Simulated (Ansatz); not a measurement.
Consider the redistribution: `[NH2][SnH2][NH2]` + `C#CO[SiH2]F` → `C#C[O][SnH2][NH2]` + `N[SiH2]F`.

Computed with Ansatz on PBE0-D4/def2-TZVP structures; ΔE is electronic, products minus reactants. CCSD(T)/CBS adds triple-zeta CCSD(T) − MP2 to the extrapolated MP2 energy (def2 sets, frozen cores). DFT in def2-TZVPP. def2 core potentials past Kr. For Sn outer-core shells are correlated without core-valence functions, which leaves a few kJ/mol of doubt a bond. One conformer a species, not always the lowest.

Question: Is it downhill or uphill in electronic energy at CCSD(T)/CBS, and by how much? (An estimate is asked.)

Answer: Ansatz gave: Downhill: ΔE = -7.5 kcal/mol.

Question: What do these levels give: ωB97M-V, B2PLYP, PBE0, SCS-MP2/def2-QZVPP, HF/CBS(def2), MP2/CBS(def2)? (Estimate.)

Answer: Computed: ωB97M-V -8.5, B2PLYP -8.2, PBE0 -8.8, SCS-MP2/def2-QZVPP -7.2, HF/CBS(def2) -6.6, MP2/CBS(def2) -7.9 kcal/mol.

Largest T1 diagnostic among the species: 0.014.

From PBE to PBE0 (25 % exact exchange), in def2-TZVPP and without D4, ΔE moves by +0.8 kcal/mol.
